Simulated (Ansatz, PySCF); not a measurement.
Noncovalent pair: CHN (SMILES C#N) (first 3 atoms) with C2H3N (SMILES CC#N); geometry from B3LYP-D3(BJ)/def2-TZVP, rigid monomers moved along the line of their centres of mass till C1···C5 is 3.63 Å.
(charge 0, multiplicity 1):
```json
[
 {"atom": "C", "x (Å)": "0.3363", "y (Å)": "0.2915", "z (Å)": "0.2805"},
 {"atom": "N", "x (Å)": "-0.6058", "y (Å)": "-0.3462", "z (Å)": "0.1386"},
 {"atom": "H", "x (Å)": "1.2105", "y (Å)": "0.8808", "z (Å)": "0.4501"},
 {"atom": "C", "x (Å)": "-0.5968", "y (Å)": "-0.6133", "z (Å)": "4.1598"},
 {"atom": "C", "x (Å)": "0.5713", "y (Å)": "0.2110", "z (Å)": "3.9050"},
 {"atom": "N", "x (Å)": "1.4889", "y (Å)": "0.8611", "z (Å)": "3.6653"},
 {"atom": "H", "x (Å)": "-1.3086", "y (Å)": "-0.0756", "z (Å)": "4.7863"},
 {"atom": "H", "x (Å)": "-1.0721", "y (Å)": "-0.8613", "z (Å)": "3.2092"},
 {"atom": "H", "x (Å)": "-0.3054", "y (Å)": "-1.5344", "z (Å)": "4.6647"}
]
```

Counterpoise-corrected where a basis set is named; no monomer relaxation. Rows marked so take none.

Rows in 3-21G carry no dispersion term and start afresh at each structure.

Codes used: Ansatz (a quantum-chemistry and plane-wave program) with Gaussian orbitals; PySCF for 3-21G rows. Values without a source in brackets are computed.

Problem. What interaction energy does B3LYP/def2-TZVPPD give?

Solution. -2.9 kcal/mol

Problem. Estimate the interaction energy that B3LYP/3-21G (no counterpoise) returns for this input.

Solution. -3.4 kcal/mol

Problem. Estimate the interaction energy that r2SCAN/def2-TZVPPD returns for this input.

Solution. -3.7 kcal/mol
